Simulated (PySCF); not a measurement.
Species: VHCl3 (doublet state).
Structure used (PBE0-D3(BJ)/def2-SVP), in Å, numbered top down from 1:
```xyz
5
Cl3HV angstrom
V      0.0239   -0.0257   -0.1176
H      0.0419   -0.1123    1.4590
Cl     2.1069    0.1954   -0.4018
Cl    -1.1058    1.7445   -0.4754
Cl    -1.0669   -1.8019   -0.4643
```

The calculation used PBE0-D3(BJ)/def2-SVP geometry optimisation, gas phase (PySCF).

Which atoms are bound to V1, and at what distances?

4 atoms: H2 1.579 Å, Cl5 2.113 Å, Cl3 2.114 Å, Cl4 2.130 Å.

List the angles at V1.

```json
{"angle": "Cl3–V1–Cl5", "degrees": "125.1", "distance of the outer atoms (Å)": "3.75"}
{"angle": "Cl3–V1–Cl4", "degrees": "114.4", "distance of the outer atoms (Å)": "3.57"}
{"angle": "Cl4–V1–Cl5", "degrees": "113.4", "distance of the outer atoms (Å)": "3.55"}
{"angle": "H2–V1–Cl4", "degrees": "102.7", "distance of the outer atoms (Å)": "2.92"}
{"angle": "H2–V1–Cl3", "degrees": "97.4", "distance of the outer atoms (Å)": "2.80"}
{"angle": "H2–V1–Cl5", "degrees": "97.1", "distance of the outer atoms (Å)": "2.79"}
```

Describe the arrangement about V1 in numbers.

Angles from 97.1° to 125.1°; τ4 = (360° − α − β)/141° = 0.85 with α and β the two widest (0 for a square, 1 for a tetrahedron). The V–Cl distances aren't all alike: 2.113 to 2.130 Å.

What are the rotational constants (commonest isotopes, rigid rotor)?

A = 2296, B = 1998, C = 1100 MHz: an asymmetric top.

Point group: Cs (tolerance 0.08 Å). Charge 0, doublet. ⟨S²⟩ = 0.767 (exact for a doublet: 0.75). Stationary, but not proved a minimum.

For an open-shell metal species like this, the optimisation's SCF solution wasn't tested for stability and no frequencies at its level were run, so a lower state or another shape may exist.
